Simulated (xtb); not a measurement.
A geometry relaxed with GFN2-xTB in xtb, charge 0, multiplicity 1:

```xyz
5

C      0.8849    -0.0436     0.0569
C     -0.5021     0.1468     0.1311
S     -1.5629    -0.9999    -0.3114
N      2.0179    -0.2154    -0.0116
H     -0.8378     1.1120     0.5021
```

Question: Write the SMILES of this molecule.

Answer: `N#CC=S`
